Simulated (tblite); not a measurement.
Species: C6H4F3O (doublet state).
Geometry (GFN2-xTB, Å), atoms numbered from 1 in this order:
```xyz
14
C6H4F3O angstrom
C      1.3934    0.9243    1.5813
C      1.5222   -0.2880    2.0889
O      0.9907   -1.4567    1.6353
C      0.1982   -1.5123    0.5488
C     -0.2483   -0.5656   -0.2254
C     -0.8413    0.0854   -1.2490
F     -0.1533    0.2528   -2.4099
C     -2.0710    0.7056   -1.2006
F     -2.8651    0.6415   -0.1366
F     -2.6291    1.3786   -2.1946
H      1.8744    1.7628    2.0478
H      0.8164    1.1140    0.6935
H      2.1050   -0.4913    2.9774
H     -0.0930   -2.5514    0.3808
```

Level: GFN2-xTB in tblite, geometry and Hessian alike; calculated harmonic values, unscaled, isolated species. This tight-binding method is rough: wavenumbers can miss measured ones by several per cent, in bad cases by 10 to 20. One conformer, not necessarily the lowest. Open shells enter through the occupations alone, without spin polarisation, and single modes of such species can be off by tens of per cent.

Harmonic wavenumbers (cm⁻¹): 41.8, 60.6, 68.8, 117.5, 134.6, 197.4, 229.7, 269.3, 324.7, 350.8, 382.9, 447.5, 491.3, 514.6, 643.4, 652.8, 755.2, 775.5, 837.1, 909.4, 968.0, 999.6, 1047.1, 1105.3, 1229.8, 1238.8, 1274.8, 1343.4, 1363.4, 1518.5, 1695.1, 1876.3, 2914.9, 3067.3, 3119.7, 3163.4.

A = 2416, B = 669.4, C = 631.5 MHz; mass 149.021 u (most abundant isotopes); point group C1, symmetry number 1; spin multiplicity 2.

Zero-point energy?

½Σν̃ = 18065 cm⁻¹ = 51.65 kcal/mol.

Give the ideal-gas entropy at 400 K and 1 bar in the rigid-rotor, harmonic-oscillator model (classical rotation).

Translation 42.39, rotation 31.01, vibration 43.03, spin (R ln 2) 1.38: S = 117.8 cal/(mol K).

And Cp and H(400 K) − H(0)?

Cp = 45.40 cal/(mol K), of which vibrations give 37.45 (their classical limit is 36 R = 71.5); H(400 K) − H(0) = 11.62 kcal/mol without the zero-point energy, 8.44 from vibrations.

Blend soft modes into free rotors: weight 1/[1 + (100 cm⁻¹/ν̃)⁴] for the oscillator and the rest for a rotor with moment μB/(μ + B), μ = h/(8π²ν), B = 10⁻⁴⁴ kg m². What vibrational entropy results?

38.71 cal/(mol K) in place of 43.03, which changes −T·S at 400 K by +1.73 kcal/mol.

How do the functions run with temperature in this model?

| T (K) | S (cal/(mol K)) | Cp (cal/(mol K)) | H − H(0) (kcal/mol) | G − H(0) (kcal/mol) | ln q(vib) |
| --- | --- | --- | --- | --- | --- |
| 100 | 74.6 | 20.5 | 1.42 | -6.04 | 2.30 |
| 200 | 91.9 | 30.2 | 3.97 | -14.41 | 5.39 |
| 300 | 105.8 | 38.5 | 7.42 | -24.31 | 8.30 |
| 500 | 128.6 | 51.0 | 16.45 | -47.83 | 13.61 |
| 800 | 155.1 | 61.7 | 33.52 | -90.57 | 20.56 |
| 1000 | 169.4 | 65.9 | 46.31 | -123.05 | 24.63 |

q(vib) and H(0) count from the zero-point level.

Hindered rotation and anharmonicity are outside this model. Other conformers, if any are populated, would add a mixing term that is left out. The structure is chiral; the term R ln 2 for an equal mix with its mirror image is left out.

Time: 1.1 s of wall time. Hardware: one thread, AMD EPYC (x86_64), on a shared host. The figure is for the frequency step alone.
